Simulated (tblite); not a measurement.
Compound: C6H5N2 (doublet state).
Numbering: `[CH:1]#[C:2]/[CH:3]=[N:4]\[CH:5][CH2:6][C:7]#[N:8]` (hydrogens: H9 on C1; H10 on C3; H11 on C5; H12, H13 on C6)

Structure used (GFN2-xTB), in Å, numbered top down from 1:
```
atom  x, y, z in Å
C1     2.7842    1.4396   -0.3334
C2     2.3075    0.3843    0.0150
C3     1.6898   -0.7968    0.4051
N4     0.3875   -1.0084    0.3821
C5    -0.4912   -0.4102   -0.3393
C6    -1.9435   -0.6077   -0.0402
C7    -2.5266    0.6508    0.3642
N8    -2.9671    1.6575    0.6768
H9     3.2344    2.3369   -0.6381
H10    2.2944   -1.5840    0.8347
H11   -0.2346    0.2296   -1.1857
H12   -2.0600   -1.3317    0.7700
H13   -2.4792   -0.9593   -0.9290
```

Computed with GFN2-xTB (tblite): harmonic, unscaled wavenumbers at the GFN2-xTB geometry, gas phase. Against measured fundamentals such values can be off by several per cent, at times by over 20. One conformer, not necessarily the lowest. Open shells enter through the occupations alone, without spin polarisation, and single modes of such species can be off by tens of per cent.

Harmonic wavenumbers (cm⁻¹): 42.8, 57.5, 108.2, 211.0, 253.9, 268.7, 366.8, 376.8, 429.2, 508.0, 570.8, 598.8, 688.4, 715.3, 787.6, 885.5, 979.5, 1016.3, 1068.2, 1124.3, 1188.5, 1228.8, 1299.2, 1380.8, 1398.2, 1549.5, 2166.2, 2410.4, 2922.6, 2928.0, 2979.8, 3050.8, 3389.1.

A = 4225, B = 1044, C = 878.1 MHz; mass 105.045 u (most abundant isotopes); point group C1, symmetry number 1; spin multiplicity 2.

What is the zero-point energy?

½Σν̃ = 19475 cm⁻¹ = 232.97 kJ/mol.

What is S at 500 K and 1 bar for an ideal gas of classical rigid rotors and harmonic oscillators?

Translation 177.65, rotation 126.98, vibration 166.07, spin (R ln 2) 5.76: S = 476.5 J/(mol K).

And Cp and H(500 K) − H(0)?

Cp = 181.64 J/(mol K), of which vibrations give 148.38 (their classical limit is 33 R = 274.4); H(500 K) − H(0) = 57.69 kJ/mol without the zero-point energy, 41.06 from vibrations.

Blend soft modes into free rotors: weight 1/[1 + (100 cm⁻¹/ν̃)⁴] for the oscillator and the rest for a rotor with moment μB/(μ + B), μ = h/(8π²ν), B = 10⁻⁴⁴ kg m². What vibrational entropy results?

150.12 J/(mol K) in place of 166.07, which changes −T·S at 500 K by +7.98 kJ/mol.

How do the functions run with temperature in this model?

| T (K) | S (J/(mol K)) | Cp (J/(mol K)) | H − H(0) (kJ/mol) | G − H(0) (kJ/mol) | ln q(vib) |
| --- | --- | --- | --- | --- | --- |
| 150 | 320.6 | 86.9 | 9.05 | -39.04 | 2.79 |
| 250 | 372.8 | 119.5 | 19.40 | -73.80 | 4.94 |
| 298.15 | 395.1 | 133.9 | 25.51 | -92.29 | 5.97 |
| 400 | 438.3 | 160.5 | 40.55 | -134.77 | 8.08 |
| 600 | 511.1 | 198.7 | 76.74 | -229.95 | 12.03 |
| 900 | 599.1 | 234.3 | 142.15 | -397.01 | 17.37 |

q(vib) and H(0) count from the zero-point level.

What must be added to the electronic energy to get the Gibbs energy at 500 K and 1 bar?

ZPE + [H(500 K) − H(0)] − T·S = 232.97 + 57.69 − 238.24 = 52.42 kJ/mol.

Which modes carry the vibrational entropy at 500 K?

42.8 cm⁻¹: 25.73; 57.5 cm⁻¹: 23.28; 108.2 cm⁻¹: 18.05; 211.0 cm⁻¹: 12.59; 253.9 cm⁻¹: 11.11; 268.7 cm⁻¹: 10.66 J/(mol K); the other 27 give 64.66 together.

Hindered rotation and anharmonicity are outside this model. Other conformers, if any are populated, would add a mixing term that is left out. The structure is chiral; the term R ln 2 for an equal mix with its mirror image is left out.
